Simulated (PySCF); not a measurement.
**Why did this PySCF run fail?**

```python
from pyscf import gto, scf

mol = gto.M(
    atom='Mn 0 0 0; H 1.7676 0 0; H -0.8838 1.5308 0; H -0.8838 -1.5308 0',
    basis='lanl2dz',
    ecp={'Mn': 'lanl2dz'},
    charge=-1,
    spin=31,
    verbose=4,
)
mf = scf.UHF(mol)
mf = mf.density_fit(auxbasis='def2-universal-jkfit')
mf.level_shift = 0.3
mf.kernel()
mf.nuc_grad_method().kernel()
mf.dip_moment()
print('orbital energies (hartree):', [e[max(0, n-3):n+3].round(4) for e, n in zip(mf.mo_energy, mol.nelec)])
```

```bash
$ OMP_NUM_THREADS=1 python input.py
```

The log, shortened:

```
AssertionError
```

Problem. Which setting is at fault, why, and what does a mended input give?

Solution. The spin (2S) (31): it asks for more unpaired electrons than the system has. With this edit
```diff
-     spin=31,
+     spin=5,
```
the run finishes: E(SCF) = -104.918837 Eh, ⟨S²⟩ = 8.783.

The basis has no diffuse functions, which an anion needs. The dipole of an ion depends on the origin. No search for the lowest solution was made, and open d or f shells often end in a higher one.
